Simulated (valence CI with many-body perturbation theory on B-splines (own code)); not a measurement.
## Forbidden lines of Pb⁵⁹⁺

Level of theory: relativistic CI+MBPT: five valence electrons over a frozen Dirac-Fock core [Ar], radial functions for each j: 7 s, 7 p, 8 d, 6 f, 4 g, 1 h, with the one-electron correlation potential Σ1, the two-electron term Σ2, the three-electron term Σ3, Breit, model QED; selected CI, second order for the rest (own B-spline code, finite nucleus).

The last digits are not significant, and no measured levels were compared; by estimate large intervals hold to a few tenths of a per cent, small ones and those within an open d or f shell to about a per cent. The list stops below the first excitations out of the core. Only levels of the ground parity were solved; by the run's estimate the other parity begins above the list, which can be wrong where configurations are misplaced.

Lines 51 to 78 of 78 in falling wavelength, among levels below 2312000 cm⁻¹, chosen from the decays that carry over 1 % of a level's rate. Wavelengths and rates use the calculated energies. Electric multipoles are in the length gauge, E1 and E2 with the static RPA response of the core. S is in atomic units (e²a₀⁴ for E2 and M2, e²a₀⁶ for E3), for M1 in squared Bohr magnetons. Weak lines are less certain than strong ones. Lines between different terms over intervals too small for the method are left out, as are lines whose strength nearly cancels. The highest levels of a list are the least certain.

Levels are named by their leading jj configuration (3d3/2^4 stands for four electrons in 3d with j = 3/2), which in mixed levels can hold well under half, so a name can repeat and another be missing. Letters in brackets count levels of one name in rising energy.

| λ vac (Å) | Upper | Lower | Type | A (s⁻¹) | S (a.u.) |
| --- | --- | --- | --- | --- | --- |
| 101.7 | (3d3/2^2 3d5/2^3) J=7/2 [b] | (3d3/2^3 3d5/2^2) J=9/2 | M1 | 3.46e+06 | 1.08e+00 |
| 101.5 | (3d3/2^3 3d5/2^2) J=9/2 | (3d3/2^4 3d5/2) J=5/2 | E2 | 1.61e+03 | 1.55e-04 |
| 101.4 | (3d3/2^2 3d5/2^3) J=1/2 [b] | (3d3/2^3 3d5/2^2) J=1/2 | M1 | 7.07e+06 | 5.47e-01 |
| 101.1 | (3d3/2^2 3d5/2^3) J=7/2 [c] | (3d3/2^3 3d5/2^2) J=7/2 [b] | M1 | 4.20e+06 | 1.29e+00 |
| 100.8 | (3d3/2^2 3d5/2^3) J=7/2 [a] | (3d3/2^3 3d5/2^2) J=5/2 [a] | M1 | 4.62e+06 | 1.41e+00 |
| 98.29 | (3d3/2^2 3d5/2^3) J=9/2 [b] | (3d3/2^3 3d5/2^2) J=11/2 | M1 | 3.76e+06 | 1.32e+00 |
| 97.69 | (3d3/2^3 3d5/2^2) J=5/2 [b] | (3d3/2^4 3d5/2) J=5/2 | M1 | 1.41e+05 | 2.91e-02 |
| 97.69 | (3d3/2^3 3d5/2^2) J=5/2 [b] | (3d3/2^4 3d5/2) J=5/2 | E2 | 7.61e+03 | 3.63e-04 |
| 97.54 | (3d3/2^2 3d5/2^3) J=9/2 [b] | (3d3/2^3 3d5/2^2) J=7/2 [a] | M1 | 2.64e+06 | 9.07e-01 |
| 97.37 | (3d3/2^2 3d5/2^3) J=7/2 [c] | (3d3/2^3 3d5/2^2) J=5/2 [b] | M1 | 1.84e+06 | 5.04e-01 |
| 96.01 | (3d3/2^2 3d5/2^3) J=3/2 [c] | (3d3/2^3 3d5/2^2) J=3/2 [b] | M1 | 2.81e+06 | 3.68e-01 |
| 95.49 | (3d3/2^2 3d5/2^3) J=7/2 [b] | (3d3/2^3 3d5/2^2) J=7/2 [a] | M1 | 2.79e+05 | 7.20e-02 |
| 95.34 | (3d3/2^2 3d5/2^3) J=3/2 [b] | (3d3/2^3 3d5/2^2) J=3/2 [a] | M1 | 1.88e+06 | 2.41e-01 |
| 95.16 | (3d3/2^2 3d5/2^3) J=5/2 [c] | (3d3/2^3 3d5/2^2) J=3/2 [a] | M1 | 3.27e+06 | 6.27e-01 |
| 94.15 | (3d3/2^3 3d5/2^2) J=7/2 [b] | (3d3/2^4 3d5/2) J=5/2 | M1 | 4.96e+05 | 1.23e-01 |
| 93.83 | (3d3/2^2 3d5/2^3) J=7/2 [c] | (3d3/2^3 3d5/2^2) J=9/2 | M1 | 4.01e+06 | 9.83e-01 |
| 93.69 | (3d3/2^3 3d5/2^2) J=1/2 | (3d3/2^4 3d5/2) J=5/2 | E2 | 5.63e+03 | 7.26e-05 |
| 93.40 | (3d3/2^2 3d5/2^3) J=9/2 [c] | (3d3/2^3 3d5/2^2) J=7/2 [b] | M1 | 4.60e+06 | 1.39e+00 |
| 93.31 | (3d3/2^2 3d5/2^3) J=5/2 [c] | (3d3/2^3 3d5/2^2) J=7/2 [a] | M1 | 6.04e+06 | 1.09e+00 |
| 93.14 | (3d3/2^2 3d5/2^3) J=3/2 [a] | (3d3/2^3 3d5/2^2) J=5/2 [a] | M1 | 7.89e+06 | 9.45e-01 |
| 89.97 | (3d3/2^2 3d5/2^3) J=1/2 [b] | (3d3/2^3 3d5/2^2) J=3/2 [a] | M1 | 7.34e+06 | 3.97e-01 |
| 85.32 | (3d3/2^2 3d5/2^3) J=3/2 [b] | (3d3/2^3 3d5/2^2) J=5/2 [a] | M1 | 3.28e+05 | 3.02e-02 |
| 83.05 | (3d3/2^2 3d5/2^3) J=9/2 [c] | (3d3/2^3 3d5/2^2) J=11/2 | M1 | 8.10e+05 | 1.72e-01 |
| 82.71 | (3d3/2^2 3d5/2^3) J=3/2 [c] | (3d3/2^3 3d5/2^2) J=1/2 | M1 | 1.85e+06 | 1.56e-01 |
| 82.51 | (3d3/2^2 3d5/2^3) J=9/2 [c] | (3d3/2^3 3d5/2^2) J=7/2 [a] | M1 | 2.11e+05 | 4.40e-02 |
| 81.15 | (3d3/2^2 3d5/2^3) J=7/2 [c] | (3d3/2^3 3d5/2^2) J=5/2 [a] | M1 | 1.56e+05 | 2.48e-02 |
| 80.99 | (3d3/2^3 3d5/2^2) J=3/2 [b] | (3d3/2^4 3d5/2) J=5/2 | M1 | 9.37e+05 | 7.38e-02 |
| 79.83 | (3d3/2^2 3d5/2^3) J=3/2 [c] | (3d3/2^3 3d5/2^2) J=5/2 [b] | M1 | 9.79e+05 | 7.39e-02 |
